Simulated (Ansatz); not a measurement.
Name a neutral molecule of B, F, N, O, Si and H with HOMO–LUMO gap (PBE/def2-TZVPP) between 5.50 and 5.80 eV and HOMO energy (PBE0/def2-TZVPP) between -8.25 and -7.95 eV (Ansatz, PBE0-D4/def2-TZVP geometry).

`NB(O)[SiH2]F` (5.63 eV, -8.03 eV). Other molecules can fit too; these were computed, each in one conformer that needn't be the lowest.
